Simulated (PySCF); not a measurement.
## Dipole moment and polarisability of (Cl2Al-mu-NH2)2

Compound: (Cl2Al-mu-NH2)2.
Structure used (PBE0-D3(BJ)/def2-SVP), in Å, numbered top down from 1:
```
atom  x, y, z in Å
Al1   -1.3254   -0.1891   -0.3468
Cl2   -2.7894   -0.2953    1.1645
Cl3   -1.8408   -0.3404   -2.3862
N4    -0.1586    1.3332   -0.0469
Al5    1.3456    0.1754    0.3528
Cl6    2.7952    0.2840   -1.1726
Cl7    1.8826    0.3255    2.3867
N8     0.1764   -1.3473    0.0616
H9    -0.4453    1.9337    0.7291
H10   -0.0303    1.9395   -0.8595
H11    0.4600   -1.9545   -0.7102
H12    0.0456   -1.9475    0.8783
```

Level: wB97X-D/def2-SVPD (PySCF), static field, nuclei fixed, core orbitals frozen in the response. The polarisability tensor in these axes (au):

```
x   118.52   3.15   0.20
y     3.15  93.25   1.15
z     0.20   1.15 117.91
```

Q: Diagonalise the tensor; give its mean and Δα, where Δα² is half the sum of the squared differences of the eigenvalues.

A: Principal values 92.81, 117.85 and 119.01 au; mean 109.89 au = 16.28 Å³ = 18.12 × 10⁻⁴⁰ C²·m²/J; Δα = 25.64 au (23 % of the mean).

Q: What is the dipole moment?

A: 0.04 D at this geometry.

Q: Rayleigh depolarisation ratio (linearly polarised light, static tensor)?

A: ρ = 3Δα²/(45ᾱ² + 4Δα²) = 1971.7/(543432 + 2629.0) = 0.00361.

Q: Give the principal axes and the span of the nuclei along them.

A: Largest value along (0.94, 0.13, 0.31), where the nuclei span 5.07 Å; middle along (-0.31, 0.00, 0.95), 3.96 Å; least along (-0.12, 0.99, -0.04), 3.94 Å. 

Q: What would n − 1 = 2πNα be for an ideal gas of these molecules at 273.15 K and 1 atm, electronic part alone?

A: N = p/kT = 2.6868 × 10¹⁹ cm⁻³, so n − 1 = 2π × N × 16.28 × 10⁻²⁴ cm³ = 2749 × 10⁻⁶ at long wavelengths.

One conformer (not necessarily the lowest) at the PBE0-D3(BJ)/def2-SVP geometry, without solvent, vibrations or thermal averaging.

The run behind these numbers computed excited states and ΔSCF ions as well. On an AMD EPYC 9R45 with one thread, shared host with 96 logical CPUs at a one-minute load of 47, this took 2.2 min of wall time (grids of density and orbitals included) and 1.3 GiB of memory at its peak.
